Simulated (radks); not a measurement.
Valence configurations of Cd (all share [Kr]). Calculated with a radial shooting solver on a logarithmic mesh with Libxc functionals: Dirac Kohn-Sham, PBEsol, spin-unpolarised, spherical densities, finite nucleus; open shells fill j = l - 1/2 first; Fermi nuclear charge, rms radius 4.6087 fm. Energies are relative to 4d10 5s2; eigenvalues in eV.

valence           E (eV)  e(4d3/2)  e(4d5/2)  e(5p1/2)  e(5p3/2)  e(5s1/2)
4d10 5s2           0.000   -12.150   -11.452         -         -    -5.700
4d9 5s2 5p1       12.146   -17.502   -16.756    -2.646         -    -7.933
4d9.5 5s2 5p0.5    5.582   -14.876   -14.153    -2.005         -    -6.882
4d10 5s1 5p1       4.576   -13.924   -13.221    -2.148         -    -6.863
4d10 5s1.5 5p0.5   2.251   -13.083   -12.383    -1.742         -    -6.321
4d10 5p2           9.412   -15.430   -14.722    -2.840         -         -
4d9.5 5p2.5       15.963   -17.915   -17.183    -3.412    -3.110         -
4d10 5s0.5 5p1.5   6.964   -14.702   -13.996    -2.511         -    -7.349

NIST lists [Kr] 4d10 5s2 as the ground configuration; this level of theory agrees among the configurations tried. The energies are those of spherical spin-averaged densities, not of single terms.
